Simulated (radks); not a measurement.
Values are calculated unless marked as measured or tabulated.
All-electron atom: the antimony ion Sb4+ in [Kr] 4d10 5s1.

Level of theory: Dirac Kohn-Sham, PBE, spin-unpolarised, spherical densities, finite nucleus; Fermi nuclear charge, rms radius 4.6802 fm (a radial shooting solver on a logarithmic mesh with Libxc functionals).

Energy parts (hartree):
part                        energy
total                  -6479.89453
kinetic                 6837.54586
electron-nucleus      -15660.39139
Hartree                 2512.38011
exchange-correlation    -169.42911

Orbitals (lengths in bohr, moments of r in powers of bohr; <r^-3> diverges for s and p1/2):
orbital  occ.  eigenvalue (hartree)  <r^-3>
1s1/2       2             -1114.490       -
2s1/2       2             -170.8893       -
2p1/2       2             -159.9810       -
2p3/2       4             -150.7265    4597
3s1/2       2             -34.77984       -
3p1/2       2             -30.31996       -
3p3/2       4             -28.61209   865.5
3d3/2       4             -20.73633   136.8
3d5/2       6             -20.38139   127.3
4s1/2       2              -7.03844       -
4p1/2       2              -5.52872       -
4p3/2       4              -5.21209   160.5
4d3/2       4              -2.81576   18.48
4d5/2       6              -2.76892   17.04
5s1/2       1              -1.82902       -

The highest occupied level is 5s1/2 at -49.770 eV. The density falls to 0.001 e/bohr^3 at r = 3.13 bohr. For comparison, the ionisation energy in NIST's Atomic Spectra Database is 55.0 eV (semi-empirical). In exact Kohn-Sham theory the highest level is minus the ionisation energy, but local and semilocal functionals leave it too shallow, through self-interaction and a potential that decays too fast; potentials with the right tail come closer.

Beside tabulated values, note that spin-unpolarised runs miss the spin-polarisation part of the exchange energy of open shells.
